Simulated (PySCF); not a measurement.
## Adding and removing an electron: PbH

PBE0; H aug-cc-pVDZ, Pb aug-cc-pVDZ-PP with ECP60; scalar-relativistic core potentials (PySCF 2.14). Neutral (UKS): doublet (π ↑), Re = 1.859 Å, ωe = 1594 cm⁻¹, De = 2.39 eV, HOMO -4.73 eV, LUMO -2.99 eV.

PbH⁺ (UKS): singlet (closed shell), Re = 1.839 Å, ωe = 1720 cm⁻¹. The energies at the minima are -193.42103 hartree for PbH and -193.16677 for PbH⁺.

(1) Work out the adiabatic ionisation energy, without and with harmonic zero-point energies (1 hartree = 27.2114 eV, 1 eV = 8065.5 cm⁻¹), and the change of the bond length.

PbH⁻ (UKS): triplet (π ↑↑), Re = 1.898 Å, ωe = 1406 cm⁻¹, De = 3.01 eV to H⁻ + Pb. The energies at the minima are -193.42103 hartree for PbH and -193.46591 for PbH⁻.

(2) Work out the adiabatic electron affinity, without and with harmonic zero-point energies (1 hartree = 27.2114 eV, 1 eV = 8065.5 cm⁻¹), and the change of the bond length.

Spin–orbit coupling is left out, which matters for elements this heavy, above all for dissociation energies. For an ion De counts to the pair picked by the measured ionisation energies or electron affinities, which need not be the lowest pair at this level. The highest Kohn–Sham level is positive in this anion. Much of that is self-interaction error, but it also means that the finite basis helps to hold the extra electron. States were picked by a PBE0 search and need not be the measured ground states.

Answers

(1) At PBE0: 0.25426 hartree = 6.919 eV between the minima; the zero-point term (1720.0 − 1594.0)/2 cm⁻¹ = +0.008 eV makes it 6.927 eV. Re changes by -2.0 pm against the neutral. The electron leaves a π orbital, which is non-bonding in a hydride.

(2) At PBE0: 0.04488 hartree = 1.221 eV between the minima; the zero-point term (1594.0 − 1406.0)/2 cm⁻¹ = +0.012 eV makes it 1.233 eV. Re changes by +3.9 pm against the neutral. The electron enters a π orbital, which is non-bonding in a hydride.
